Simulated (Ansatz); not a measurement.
`[SiH3][CH2][AlH][CH2]Cl`. The species carries charge 0 and has multiplicity 1. The structure was optimised at the PBE0-D4/def2-TZVP level. It is one conformer, not always the lowest.

```xyz
13

Si    0.338   -2.020    0.447
C     1.084   -0.494   -0.315
Al    0.304    1.163    0.354
C    -1.482    1.667   -0.280
Cl   -0.459    2.590   -1.521
H    -1.107   -2.116    0.093
H     0.998   -3.282    0.011
H     0.424   -1.959    1.935
H     0.934   -0.546   -1.400
H     2.163   -0.491   -0.130
H     0.991    2.085    1.440
H    -2.102    0.985   -0.857
H    -2.087    2.418    0.221
```

(1) What is the dipole moment at ωB97M-V/def2-TZVPP? (Best estimate.)

(2) And with PBE, r2SCAN, B3LYP? (Best estimate.)

(3) Give the Mulliken charges with ωB97M-V, B3LYP, PBE in def2-TZVPP. (Estimate.)

## Answers

(1) Ansatz gave: 0.90 D, with components (-0.77, 0.14, -0.43) D in this frame, pointing from negative to positive charge.

(2) Computed: PBE 0.97 D, r2SCAN 0.95 D, B3LYP 0.89 D.

(3) The calculation gave: 
```tsv
atom	ωB97M-V	B3LYP	PBE
Si1	0.15	0.23	0.15
C2	-0.49	-0.37	-0.32
Al3	0.48	0.48	0.40
C4	-0.39	-0.31	-0.30
Cl5	-0.08	-0.12	-0.09
H6	-0.04	-0.08	-0.07
H7	-0.03	-0.07	-0.06
H8	-0.04	-0.08	-0.06
H9	0.12	0.10	0.10
H10	0.12	0.10	0.10
H11	-0.12	-0.15	-0.13
H12	0.16	0.14	0.14
H13	0.16	0.14	0.14
```

B3LYP here is the variant with VWN-RPA as its local correlation; programs differ in this.
